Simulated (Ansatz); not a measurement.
Cost and result for the atomization energy of BrFGeH₂, SMILES `[F][GeH2][Br]` (5 atoms, 4 bonds).

Total charge 0; spin multiplicity 1. Correlated methods include outer-core shells of Br, Ge, which these sets cover unevenly. Scalar relativity is left out up to krypton. The structure was optimised at the PBE0-D4/def2-TZVP level. Program: Ansatz. All runs use 2 threads of a server CPU on a shared host. Times are those of one run each, without the atoms' runs, and a repeat can differ threefold. Electronic energies, without spin–orbit coupling; frozen cores. CCSD(T)/CBS adds CCSD(T) − MP2 in def2-TZVPP to the MP2 limit, and its time is that of the two runs behind it. T1 = 0.010. With those shells the extrapolation isn't a true limit. B3LYP takes the VWN-RPA correlation (the form of Gaussian; ORCA's B3LYP/G). HSE06 is the plane-wave form, built on full-range PBE exchange.

CCSD(T)/CBS is a level of theory with its own doubt, some kJ/mol a heavy atom from the limit and from the frozen cores, so smaller differences don't rank the functionals.

| level | functions | wall time |
| --- | --- | --- |
| LDA (SPW92)/def2-TZVPP | 155 | 1.1 s |
| revPBE-D4/def2-TZVPP | 155 | 1.7 s |
| PBE0-D4/def2-TZVPP | 155 | 2.7 s |
| BHLYP-D4/def2-TZVPP | 155 | 2.8 s |
| HSE06-D4/def2-TZVPP | 155 | 3.1 s |
| B3LYP-D4/def2-TZVPP (with forces) | 155 | 3.7 s |
| r2SCAN-D4/def2-TZVPP (with forces) | 155 | 4.4 s |
| CCSD(T)/def2-SVP | 88 | 4.8 s |
| ωB97X-V/def2-TZVPP | 155 | 6.5 s |
| B97M-V/def2-TZVPP | 155 | 8 s |
| MP2/def2-QZVPP | 295 | 17 s |
| CCSD(T)/def2-TZVPP | 155 | 57 s |
| CCSD(T)/CBS(def2) | – | 74 s |

(1) What atomization energy does each give, and how far from CCSD(T)/CBS? (Best estimate.)

## Answers

(1) Ansatz gave: 
```
                             level  atomization (kcal/mol)  difference from CCSD(T)/CBS  per bond
            LDA (SPW92)/def2-TZVPP                   386.4                         47.2      11.8
              revPBE-D4/def2-TZVPP                   326.7                        -12.5      -3.1
                PBE0-D4/def2-TZVPP                   330.4                         -8.8      -2.2
               BHLYP-D4/def2-TZVPP                   321.5                        -17.7      -4.4
               HSE06-D4/def2-TZVPP                   330.4                         -8.8      -2.2
 B3LYP-D4/def2-TZVPP (with forces)                   330.3                         -8.9      -2.2
r2SCAN-D4/def2-TZVPP (with forces)                   337.8                         -1.4      -0.4
                  CCSD(T)/def2-SVP                   311.5                        -27.7      -6.9
                ωB97X-V/def2-TZVPP                   338.0                         -1.2      -0.3
                 B97M-V/def2-TZVPP                   339.4                          0.2       0.0
                    MP2/def2-QZVPP                   342.7                          3.5       0.9
                CCSD(T)/def2-TZVPP                   330.8                         -8.4      -2.1
                 CCSD(T)/CBS(def2)                   339.2                          0.0       0.0
```

From PBE to PBE0 (25 % exact exchange), in def2-TZVPP and without D4, the atomization energy moves by −6.0 kcal/mol: exact exchange takes away binding that semilocal exchange gives to molecules. The D4 term adds +3.5 kcal/mol with B3LYP and +1.8 kcal/mol with PBE0; it sums over pairs of atoms, weighted by their polarisabilities, and B3LYP, whose exchange is more repulsive, gets the larger term. At CCSD(T), def2-SVP lies −27.8 kcal/mol from the extrapolated value and def2-TZVPP −8.4 kcal/mol: correlation converges slowly with the basis, and small sets miss more of it in the bonded molecule than in its fragments.
